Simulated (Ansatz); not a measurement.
C2H10Si2, SMILES `C[SiH](C)[SiH3]` (charge 0, multiplicity 1).

Calculation: r2SCAN/cc-pVTZ // PBE0-D3(BJ)/def2-TZVP (Ansatz, a quantum-chemistry and plane-wave program).

Ansatz 0.2 input:
```yaml
crystal:
  periodic: [false, false, false]
  atoms:
    - { symbol: C, position_ang: [-1.84129, -0.224582, 0.190884] }
    - { symbol: Si, position_ang: [-0.121082, -0.080245, -0.546447] }
    - { symbol: C, position_ang: [0.433873, 1.712242, -0.597667] }
    - { symbol: Si, position_ang: [1.397453, -1.355826, 0.70184] }
    - { symbol: H, position_ang: [-1.856308, 0.148138, 1.218044] }
    - { symbol: H, position_ang: [-2.17942, -1.262926, 0.203545] }
    - { symbol: H, position_ang: [-2.559711, 0.358425, -0.391303] }
    - { symbol: H, position_ang: [-0.140821, -0.623449, -1.937606] }
    - { symbol: H, position_ang: [1.425358, 1.805785, -1.045837] }
    - { symbol: H, position_ang: [-0.262505, 2.314013, -1.187495] }
    - { symbol: H, position_ang: [0.477102, 2.134549, 0.409305] }
    - { symbol: H, position_ang: [1.460472, -0.858069, 2.106251] }
    - { symbol: H, position_ang: [0.995541, -2.789887, 0.745981] }
    - { symbol: H, position_ang: [2.771338, -1.278167, 0.130507] }
basis:
  gaussian: { orbitals: cc-pVTZ }
hamiltonian:
  xc: r2scan
```

Output:

```
Functional definition: r2SCAN
1478 factors; their error is unknown
mean field evaluation 1: about -17979.4139 eV, gradient 7.3e1 eV
mean field evaluation 2: about -17968.9930 eV, gradient 8.9e1 eV
mean field evaluation 4: about -17991.4260 eV, gradient 3.9e0 eV
mean field evaluation 8: about -17991.4744 eV, gradient 6.7e-2 eV
mean field evaluation 16: about -17991.4161 eV, gradient 5.3e-5 eV
mean field -17991.41612511 eV, -661.1723475779 hartree, gradient 5.3e-5 eV, S^2 0.000000; 0 other end points of the search recorded, 0 dependent functions left out
reference -17991.41613958 eV, -661.1723481098 hartree; 25, 25 occupied and 243, 243 virtual orbitals, 1478 factors
Total energy: -17991.41613958 eV, -661.1723481098 hartree
```
